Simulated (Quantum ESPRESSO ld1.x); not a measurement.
Results of a calculation; reference values are marked as such.
Q: All-electron atom: the thallium ion Tl4+ in [Xe] 4f14 5d9 (the NIST ground configuration). Level of theory: non-relativistic Kohn-Sham, PBE, spin-unpolarised, spherical densities, point nucleus; relativity is left out, which matters for an element this heavy (ld1.x of Quantum ESPRESSO 7.5). Some entries of the table are withheld. Estimate them.

orbital  occ.  eigenvalue (eV)  <r^2> (bohr^2)  r(max) (bohr)
1s          2         -77039.9       0.0004666          0.012
2s          2         -12976.1        0.007243          0.067
2p          6         -12490.6        0.005339            (1)
3s          2         -3108.38         0.04464          0.184
3p          6         -2878.13         0.04103          0.173
3d         10         -2448.47         0.03151          0.135
4s          2         -711.960          0.2118          0.407
4p          6         -611.454          0.2164          0.407
4d         10         -426.170          0.2255          0.398
4f         14         -176.048          0.2496          0.353
5s          2         -147.731           1.052          0.892
5p          6         -114.455           1.220          0.943
5d          9         -60.7416           1.888            (2)

A: 
(1) 2p r(max) (bohr): 0.052
(2) 5d r(max) (bohr): 1.09
